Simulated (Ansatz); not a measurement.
Gas-phase electronic energies from Ansatz, PBE0-D4/def2-TZVP geometries. CBS: MP2 limit from def2 TZ/QZ plus the TZ coupled-cluster correction, frozen cores. Functionals use def2-TZVPP. Open shells (•) are unrestricted, without spin–orbit coupling. For Ge outer-core shells are correlated without core-valence functions, which leaves a few kJ/mol of doubt a bond. Scalar relativity is left out up to krypton.

Reaction (homolysis of the Ge–N bond): `B[NH][GeH3]` → `[GeH3]`• + `B[NH]`•

```json
{"level": "revPBE", "ΔE (kJ/mol)": "349.6"}
{"level": "PBE0", "ΔE (kJ/mol)": "382.0"}
```

Q: What does CCSD(T)/CBS give? (An estimate is asked.)

A: Ansatz gave: +418.6 kJ/mol. The listed levels differ from it by -69.0, -36.6 kJ/mol.

Q: What do rigid-rotor, harmonic-oscillator terms from PBE0-D4/def2-TZVP frequencies (298.15 K, 1 bar) make of the CCSD(T)/CBS value? (Estimate.)

A: Ansatz gave: ΔZPE = -28.8 kJ/mol, ΔH = +397.1 kJ/mol, ΔS = 175 J/(mol·K), ΔG = +345.0 kJ/mol. Open shells count their whole term as degenerate.

Largest T1 diagnostic among the species: 0.030.

Leaving LDA and LC-ωPBE aside and taking each functional with its dispersion term where it has one, the values, not all of them listed here, spread over 47.4 kJ/mol, from BLYP-D4 to PBE-QIDH. LDA lies +54.9 kJ/mol from PBE without D4, its usual overbinding. At CCSD(T), def2-SVP lies −27.5 kJ/mol from the extrapolated value and def2-TZVPP −9.1 kJ/mol: correlation converges slowly with the basis, and small sets miss more of it in the bonded molecule than in its fragments.
